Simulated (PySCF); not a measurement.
B3LYP has the VWN-RPA correlation part, as in Gaussian. Excitations are Tamm–Dancoff values on a coarser integration grid. The basis has no diffuse functions, so Rydberg states are missing or too high.

Cartesian coordinates (Å):
SMILES: CO[SiH2][SiH2][SiH2]C(F)(F)F
```xyz
18

C      1.6265     2.1300    -0.1557
O      0.9226     1.1470    -0.8809
Si     1.3818    -0.4270    -1.1673
Si    -0.6865    -1.5186    -1.3628
Si    -1.7814    -1.4143     0.7167
C     -1.2508     0.2090     1.6426
F     -1.8544     0.3280     2.8435
F      0.0869     0.2212     1.8781
F     -1.5379     1.3237     0.9422
H      2.4763     2.5332    -0.7367
H      0.9349     2.9560     0.0698
H      2.0084     1.7353     0.8025
H      2.1857    -0.9795    -0.0330
H      2.2026    -0.5525    -2.4110
H     -1.5292    -0.8321    -2.3853
H     -0.5528    -2.9594    -1.7376
H     -3.2665    -1.3720     0.6202
H     -1.3662    -2.5280     1.6145
```
Charge 0, spin multiplicity 1.

### Question
Predict the HOMO, S1 oscillator strength and S1–T1 gap (TDA) from B3LYP-D3(BJ)/def2-TZVP // B3LYP-D3(BJ)/def2-SVP run with PySCF 2.14.0.

### Answer

```yaml
HOMO: -7.64 eV
S1 oscillator strength: 0.035
S1–T1 gap (TDA): 0.53 eV
```
